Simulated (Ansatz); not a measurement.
CH4OSi, SMILES `C[Si]O` (lower singlet; C–Si–O–H torsion 0°) (charge 0, multiplicity 1). This singlet lies 1.86 eV below the relaxed triplet at the level frozen-core CCSD(T)/cc-pVTZ // B3LYP-D3(BJ)/def2-TZVP (Ansatz, a first-principles code).

Cartesian coordinates (Å):
```xyz
7

C     -0.8416     0.0846     0.1671
Si     0.5115    -1.1266     0.7725
O      1.8708    -0.3993     0.1518
H     -1.8427    -0.2134     0.4860
H     -0.8388     0.1422    -0.9284
H     -0.6514     1.0956     0.5478
H      1.7922     0.4170    -0.3567
```
Charge 0, multiplicity 1.

Frozen-core energies in 6-31g from Ansatz at a geometry from B3LYP-D3(BJ)/def2-TZVP; the HF reference has <S^2> = 0.00 and the T1 diagnostic is 0.016.

```json
[
 {"level": "HF", "energy (Ha)": "-403.89807"},
 {"level": "MP2", "energy (Ha)": "-404.15878"},
 {"level": "CCSD", "energy (Ha)": "-404.18440"}
]
```

Task: Estimate the energies of CCSD(T), CCSDT and CCSDT(Q), and give each level's difference from CCSDT(Q).

Result: 
| level | energy (Ha) | difference from CCSDT(Q) (mHa) |
|---|---|---|
| MP2 | -404.15878 | 32.89 |
| CCSD | -404.18440 | 7.28 |
| CCSD(T) | -404.19029 | 1.39 |
| CCSDT | -404.19084 | 0.84 |
| CCSDT(Q) | -404.19168 | 0.00 |
